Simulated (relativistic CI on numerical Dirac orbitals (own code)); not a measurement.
Crystal-field levels of Cd4+, 4d8

Calculated by Dirac-Coulomb-Breit CI, KLI orbitals optimised for each configuration, model QED, valence Slater integrals scaled by 0.9, one configuration in a parametric crystal field (own radial code). With so little scaling, terms lie 10 to 35 % too far apart, which can change the order of excited levels.

Field parameters in Wybourne normalisation: Oh B⁴₀ = 21Dq, B⁴₄ = √(5/14) B⁴₀. The field is a parameter set, without covalency.

S is read from ⟨S²⟩ = S(S + 1).

Levels (cm⁻¹, degeneracy): 0 (3), 14060 (2), 17116 (3), 18201 (2), 18781 (3), 19573 (1), 23521 (1), 26781 (3), 28315 (3), 29513 (2), 30306 (1), 32926 (3).

Problem. Which field gives this pattern?
A. Oh, 10Dq = 14350 cm⁻¹
B. Oh, 10Dq = 42200 cm⁻¹
C. Oh, 10Dq = 17600 cm⁻¹
D. Oh, 10Dq = 22850 cm⁻¹

Solution. C. Oh, 10Dq = 17600 cm⁻¹, ground level with S = 1.00.
